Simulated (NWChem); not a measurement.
Species: C₃H₇NSi; SMILES C=C=CN[SiH3]

```xyz
12

C     -0.8006    -2.4417    -0.0006
C      0.1484    -1.5387    -0.0001
C      1.1177    -0.6440     0.0000
N      0.9666     0.7398    -0.0011
Si    -0.5580     1.5933    -0.0013
H     -1.2199    -2.8409    -0.9337
H     -1.2209    -2.8410     0.9320
H      2.1541    -1.0043     0.0006
H      1.8316     1.2626     0.0032
H     -1.3749     1.2753     1.2091
H     -0.1928     3.0404    -0.0029
H     -1.3750     1.2718    -1.2105
```
Atoms are numbered in this order, from 1.

All runs: NWChem. Pople sets run with spherical d functions. All runs use the structure optimised with PBE0/def2-SVP. No frequency run checked for a minimum. Level: PBE0/6-31G* with SMD (1 M gas to 1 M solution), gas-phase geometry. Reactions with the solvent are ignored.

Question: Estimate the computed values for solvent ethanol. Quantities: solvation free energy (kcal/mol); cavity-dispersion-structure term (kcal/mol); dipole in solution (D).

Answer: The solvation free energy (kcal/mol) is -4.1 and the cavity-dispersion-structure term (kcal/mol) comes out as 0.9. The dipole in solution (D) is 1.86.
